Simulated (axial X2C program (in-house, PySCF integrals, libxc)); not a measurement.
# Spin–orbit effects along a row: molecules with Cl (ions), HF

Computed with an axial X2C code built on PySCF integrals, spin-free (one-electron X2C) or two-component (2c: spin–orbit coupling with atomic mean-field Coulomb and Gaunt terms, which also bring small scalar terms), in Dyall basis sets with cores contracted in-house; open shells are unrestricted.

Basis sets: Ca dyall-cv3z, Cl dyall-av3z, Cl dyall-v3z, Co dyall-cv3z, Cr dyall-cv3z, Fe dyall-v3z, Ge dyall-cv3z, K dyall-cv3z, Sc dyall-cv3z, Ti dyall-cv3z.

| molecule | spin-free state | Re (Å) | ωe (cm⁻¹) | De (eV) | 2c state | Re 2c (Å) | ωe 2c (cm⁻¹) | De 2c (eV) |
| --- | --- | --- | --- | --- | --- | --- | --- | --- |
| KCl⁺ | M_S = 1/2, Λ = 1 | 3.388 | 85.1 | 0.01 | Ω = 3/2 | 3.388 | 85.1 | n/a |
| CaCl⁺ | M_S = 0, Λ = 0 | 2.377 | 438.8 | 3.01 | Ω = 0 | 2.377 | 438.7 | n/a |
| ScCl⁺ | M_S = 1/2, Λ = 2 | 2.288 | 461.8 | 2.99 | Ω = 3/2 | 2.289 | 461.7 | n/a |
| TiCl⁺ | M_S = 1, Λ = 2 | 2.241 | 445.7 | 2.43 | Ω = 1 | 2.242 | 445.5 | n/a |
| CrCl⁺ | M_S = 2, Λ = 0 | 2.181 | 483.5 | 1.44 | Ω = 2 | 2.182 | 483.4 | 1.37 |
| FeCl⁺ | M_S = 2, Λ = 2 | 2.136 | 481.1 | 1.59 | Ω = 4 | 2.137 | 480.9 | n/a |
| CoCl⁺ | M_S = 3/2, Λ = 2 | 2.114 | 468.1 | n/a | Ω = 7/2 | 2.115 | 467.9 | n/a |
| GeCl⁺ | M_S = 0, Λ = 0 | 2.054 | 519.1 | 3.08 | Ω = 0 | 2.055 | 518.8 | n/a |

Fragments in 2c: K+ + Cl, Ca+ + Cl, Sc+ + Cl, Ti+ + Cl, Cr+ + Cl, Fe+ + Cl, Co+ + Cl, Ge+ + Cl. Each entry is the lowest single determinant of a limited PBE0 search at one distance. De goes to single-determinant-based atoms at the same level (for ions the charge split of lowest energy) and is withheld (n/a) where an atom does not fit its ground term or J level. Main or longest-lived isotopes. One determinant is a doubtful description, or other states lie close, for KCl⁺, ScCl⁺, TiCl⁺, CrCl⁺, FeCl⁺, CoCl⁺; these need not be ground states, and all values refer to the states named. Some open-shell Ω = 0 determinants are out of reach, so the Ω given for CrCl⁺, FeCl⁺ need not be the lowest component. With several unpaired electrons the Ω given is that of one determinant, not necessarily of the lowest component. Where the atoms have a lower orbital projection than the molecule, De at mean-field level may be about a tenth of an eV too small.
